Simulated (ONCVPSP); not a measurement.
# Sn (Z = 50), ONCV: configuration errors across variants

ONCVPSP 4.0.1 input, shortened (lines: element, Z, core and valence counts, functional; n l f; lmax; l rc ep ncon nbas qcut; lloc lpopt rc5 dvloc0; l nproj debl; icmod fcfact rcfact), PBE, fully relativistic:

```
  Sn 50.00    6    5        4      upf
    1    0    2.00
    2    0    2.00
    2    1    6.00
    3    0    2.00
    3    1    6.00
    3    2   10.00
    4    0    2.00
    4    1    6.00
    4    2   10.00
    5    0    2.00
    5    1    2.00
    2
    0    1.55    0.00    3    7    9.80
    1    1.75    0.00    4    7    6.40
    2    1.45    0.00    4    9    9.10
    4    5    0.95    2.00
    0    2    3.80
    1    2    3.70
    2    2    2.60
    3    2.75    1.20
```

Open shells are filled in proportion to 2j + 1.

All-electron excitation energies from the reference (eV): (1) 4s2 4p6 4d10 5s2 5p1 6.888; (2) 4s2 4p6 4d10 5s2 5p0 20.859; (3) 4s2 4p6 4d10 5s1 5p0 51.830; (4) 4s2 4p6 4d10 5s2 5p1.5 2.622.

1 further variants failed, have other tests or too few solved ones, and are left out.

A true bound ghost makes a file unfit for plane-wave use even where its test errors are small: the radial tests pick states by their node count and pass the ghost by.

Errors AE − PS in meV (a dash: test not solved or not reliable):

```csv
change,(1),(2),(3),(4),bound ghosts,GHOST(+) flags above zero
base,+0.3,+0.6,-1.9,+0.2,p3/2,s
s: qcut 11.1,+0.3,+0.6,-1.6,+0.1,p3/2,s
"core correction Teter function, fcfact 2.75, rcfact 1.18",+0.3,+0.6,-1.9,+0.1,p3/2,s
s: rc 1.2,+0.3,+0.5,-0.7,+0.2,p3/2,s
s: nproj 4,+0.3,+0.6,-1.9,+0.2,p3/2,s
```

Q: Give the same row for: s: qcut 10.4; p: qcut 6.8; d: qcut 9.6.

A: +0.1, +0.3, -2.6, +0.1; bound ghosts: none; GHOST(+) flags above zero: s, p3/2, p1/2.
